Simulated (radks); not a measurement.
The numbers below are computed, except where a source is named.
Problem. Valence configurations of the technetium ion Tc3+ (all share [Kr]). Code: a radial shooting solver on a logarithmic mesh with Libxc functionals. Model: non-relativistic Kohn-Sham, SCAN, spin-unpolarised, spherical densities, point nucleus; meta-GGA in the generalised Kohn-Sham scheme; relativity is left out, which matters for an element this heavy. Order these by energy: 4d2.5 5s0.5 5p1; 4d4; 4d3 5s1; 5s1 5p3; 4d1 5p3; 4d1 5s1 5p2; 4d3 5p1; 4d3.5 5p0.5; 4d2 5p2.

Solution. From the lowest, in eV above it: 4d4 0.000; 4d3.5 5p0.5 7.789; 4d3 5s1 10.013; 4d3 5p1 16.150; 4d2.5 5s0.5 5p1 21.987; 4d2 5p2 34.712; 4d1 5s1 5p2 49.081; 4d1 5p3 55.946; 5s1 5p3 72.753. NIST lists [Kr] 4d4 as the ground configuration; this level of theory agrees among the configurations tried. The energies are those of spherical spin-averaged densities, not of single terms. No valid solution was reached for [Kr] 4d2 5s2. Relativity is left out, which favours d and f over s occupation in heavy atoms.
